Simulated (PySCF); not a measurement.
Compound: SiEt2Me2, C6H16Si.
Bonds: Si1–C2, Si1–C9, Si1–C16, Si1–C20, C2–C3, C9–C10. Hydrogens: H4, H5 on C2; H6, H7, H8 on C3; H11, H12 on C9; H13, H14, H15 on C10; H17, H18, H19 on C16; H21, H22, H23 on C20.

A GFN2-xTB structure with every atom displaced at random (by about 0.03 Å) was refined with PySCF 2.14.0, PBE0-D3(BJ)/def2-SVP geometry optimisation, gas phase. Values at the start:

| coordinate | start |
| --- | --- |
| Si1–C2 | 1.899 Å |
| Si1–C16 | 2.033 Å |
| C2–C3 | 1.501 Å |
| C2–H4 | 1.127 Å |
| C3–H6 | 1.108 Å |
| C16–H17 | 1.067 Å |
| Si1–C2–C3 | 113.8° |
| C2–Si1–C9 | 111.1° |
| C2–Si1–C16 | 105.6° |
| C16–Si1–C20 | 105.7° |
| C2–Si1–C9–C10 | 175° |
| C9–Si1–C2–C3 | 56° |

**Question.** How do these coordinates change at the PBE0-D3(BJ)/def2-SVP level?

**Answer.** 
```
   coordinate  PBE0-D3(BJ)/def2-SVP (Å or °)  change
      Si1–C16                          1.886  -0.147
      C16–H17                          1.102  +0.035
        C2–C3                          1.526  +0.025
        C2–H4                          1.105  -0.022
       Si1–C2                          1.892  -0.007
        C3–H6                          1.102  -0.006
   C2–Si1–C16                          110.0    +4.4
  C16–Si1–C20                          109.7    +4.0
    C2–Si1–C9                          109.1    -2.0
    Si1–C2–C3                          115.4    +1.6
C2–Si1–C9–C10                            178      +3
 C9–Si1–C2–C3                             60      +4
```

The energy falls by 114.3 kJ/mol over 9 energy and gradient evaluations, the largest force component goes from 0.1437 to 3.4e-04 Eh/bohr, and the atoms move by 0.089 Å rms after alignment. The bond that changes most is Si1–C16 (ends: silicon bonded to 4 C; carbon bonded to Si and 3 H), which shortens by 0.147 Å. Bonds longer at the end by more than 0.005 Å: 13 of 22; shorter: 8. Among the dihedrals that turn most is C20–Si1–C2–H4, from 71° to 56°. Rotational constants go from 2287, 1417, 1259 to 2317, 1418, 1253 MHz.

The run used 182 basis functions and 51 SCF cycles in all.

PBE0-D3(BJ)/def2-SVP frequencies: not computed here. One conformer, not necessarily the lowest.
